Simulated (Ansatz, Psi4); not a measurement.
Molecule: AlOF (charge 0, singlet). SMILES: [O]=[Al][F]
Geometry from a B3LYP-D3(BJ)/def2-TZVP (Ansatz, a first-principles code) optimisation:
```
Al
O 1 1.5973
F 1 1.6364 2 180.00
```
Charge 0, spin multiplicity 1.

Property: enthalpy of formation at 298 K, in kcal/mol. Conventions: valence correlation only; no spin-orbit coupling; 6-311+G** with 5d, 6d on Na to Ar in Ansatz; 6-31G* and kin with 6d, 5d where marked; UHF or UKS for open shells; LANL2DZ with its own core potentials from Na on; no dispersion term unless named; non-relativistic. CBS marks a two-point X^-3 extrapolation of the correlation energy; Hartree-Fock from the larger set. Ab initio and DFT rows: single points at B3LYP-D3(BJ) geometries (Ansatz), with unscaled harmonic terms from B3LYP/6-31G* (Ansatz) at its own minima, enthalpies of formation by atomisation with measured atoms.

Coupled cluster (Ansatz) is a level with limits of its own, used here on species with T1 under 0.025 (0.045 for open shells) and stable references: CCSD(T)/CBS(aug-cc-pV(T+d)Z,aug-cc-pV(Q+d)Z).

Value to compare with, CCSD(T)/CBS(aug-cc-pV(T+d)Z,aug-cc-pV(Q+d)Z) (Ansatz): -106.2 kcal/mol.

```csv
level,program,enthalpy of formation at 298 K (kcal/mol),difference
HF/6-311+G**,Ansatz,17.0,123.2
B3LYP/LANL2DZ,Ansatz,-48.9,57.3
B3LYP/6-31G*,Ansatz,-86.6,19.6
B3LYP/6-311+G**,Ansatz,-85.5,20.7
PBE0/6-31G*,Ansatz,-81.7,24.5
wB97X-D/6-311+G**,Psi4,-85.8,20.4
MP2/LANL2DZ,Ansatz,-45.0,61.2
B3LYP-D3(BJ)/def2-TZVPD,Ansatz + dftd3,-96.5,9.7
PBE0/def2-TZVPD,Ansatz,-90.8,15.4
B2PLYP-D3(BJ)/def2-TZVPD,Ansatz + dftd3,-102.4,3.8
```

Among the 7 habitual levels, HF/6-311+G** lies farthest from CCSD(T)/CBS(aug-cc-pV(T+d)Z,aug-cc-pV(Q+d)Z) (Ansatz) (123.2 kcal/mol) and B3LYP/6-31G* nearest (19.6); 7 of 7 lie above it, and their mean absolute difference is 46.7 kcal/mol, the median 24.5. One case shows no general order.

The levels are drawn from those run, B3LYP/6-31G* more often than the rest, none by its result; left out are runs that failed, that the program found above a lower state of the same kind, or whose <S^2> lies over 0.5 above the pure value.
